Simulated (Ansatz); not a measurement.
The cluster Li2Sn2⁻, relaxed as a doublet with UKS PBE-D4/def2-TZVPD in Ansatz, starting from the GFN1-xTB geometry. Force threshold 0.02 eV/Å.

In the def2 sets Sn takes a core potential; there is no spin–orbit coupling. The highest occupied level of the charge -1 doublet lies above zero (up to 0.31 eV). By energy differences its removal costs 1.41 eV (vertical, to the charge 0 singlet, at PBE-D4/def2-TZVPD); a positive level beside a positive removal energy at the same level points to self-interaction error. The relaxation made no stability test and no search for a lower SCF solution. The structure comes from a short search, and lower isomers may exist.

Start:

```csv
atom,x (Å),y (Å),z (Å)
Li1,1.435,-1.587,-0.185
Li2,1.006,0.110,-0.372
Sn3,-1.687,1.455,-0.189
Sn4,-0.753,0.022,0.746
```

```json
{"step": "1", "energy (eV)": "-12065.8275", "largest force component (eV/Å)": "21.057", "SCF passes": "19"}
{"step": "2", "energy (eV)": "-12071.2025", "largest force component (eV/Å)": "4.966", "SCF passes": "28"}
{"step": "3", "energy (eV)": "-12072.6192", "largest force component (eV/Å)": "2.396", "SCF passes": "30"}
{"step": "4", "energy (eV)": "-12073.3121", "largest force component (eV/Å)": "1.102", "SCF passes": "31"}
{"step": "5", "energy (eV)": "-12073.5599", "largest force component (eV/Å)": "0.404", "SCF passes": "33"}
{"step": "6", "energy (eV)": "-12073.6385", "largest force component (eV/Å)": "0.096", "SCF passes": "32"}
{"step": "7", "energy (eV)": "-12073.6438", "largest force component (eV/Å)": "0.113", "SCF passes": "32"}
{"step": "8", "energy (eV)": "-12073.6513", "largest force component (eV/Å)": "0.016", "SCF passes": "25"}
```

Force components are those of the run's own axes.

End:

Cartesian coordinates in Å:
```
Li 1.471 -1.942 0.276
Li 0.950 0.732 -0.901
Sn -1.598 1.801 -0.141
Sn -0.823 -0.591 0.766
```

By distances, no bond broke or formed, bridged metal pairs apart. The bond that changes most is Li1–Li2, from 1.76 to 2.97 Å (atoms count from 1). Metal–metal contacts that move far: Li1–Li2 1.76 to 2.97 Å.

No frequencies were taken in this run, so the end may be a saddle point.

It took 15 s on 4 threads of Arm Neoverse V2 on a shared host.
